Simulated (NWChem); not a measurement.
Species: thionyl fluoride (SOF₂); SMILES O=S(F)F

```xyz
4

O     -0.3635    -1.3833     0.0000
S      0.4072    -0.1703     0.0000
F     -0.2004     0.7662     1.1690
F     -0.2004     0.7662    -1.1690
```
Atoms are numbered in this order, from 1.

All runs: NWChem. All runs use the structure optimised with PBE0/def2-SVP.

### Question
Predict the results for CAM-B3LYP/def2-TZVPD. Quantities: highest occupied level (eV); orbital gap (eV); dipole (D).

### Answer
```
Quantity                     Result
---------------------------  ------
highest occupied level (eV)  -11.38
orbital gap (eV)              10.80
dipole (D)                     1.78
```
